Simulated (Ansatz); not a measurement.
Gas-phase electronic energies from Ansatz, PBE0-D4/def2-TZVP geometries. CCSD(T)/CBS adds triple-zeta CCSD(T) − MP2 to the extrapolated MP2 energy (def2 sets, frozen cores). DFT in def2-TZVPP. B3LYP here is the variant with VWN-RPA as its local correlation; programs differ in this. One conformer a species, not always the lowest.

Consider the isomerisation: `[SiH3]SC1CO1` → `S[SiH]1CCO1`.

Task: Is it downhill or uphill in electronic energy at CCSD(T)/CBS, and by how much? (Best estimate.)

Result: Ansatz gave: Downhill: ΔE = -2.43 eV.

Task: What do these levels give: PBE-D4, r2SCAN-D4, B3LYP-D4, B2PLYP, B3LYP, MP2/def2-TZVPP, SCS-MP2/def2-TZVPP, CCSD/def2-TZVPP, CCSD(T)/def2-TZVPP, HF/def2-QZVPP, SCS-MP2/def2-QZVPP, MP2/CBS(def2)? (Best estimate.)

Result: The calculation gave: PBE-D4 -2.21, r2SCAN-D4 -2.34, B3LYP-D4 -2.33, B2PLYP -2.37, B3LYP -2.32, MP2/def2-TZVPP -2.43, SCS-MP2/def2-TZVPP -2.38, CCSD/def2-TZVPP -2.44, CCSD(T)/def2-TZVPP -2.40, HF/def2-QZVPP -2.43, SCS-MP2/def2-QZVPP -2.40, MP2/CBS(def2) -2.46 eV.

Largest T1 diagnostic among the species: 0.012.

From PBE to PBE0 (25 % exact exchange), in def2-TZVPP and without D4, ΔE moves by −0.13 eV.
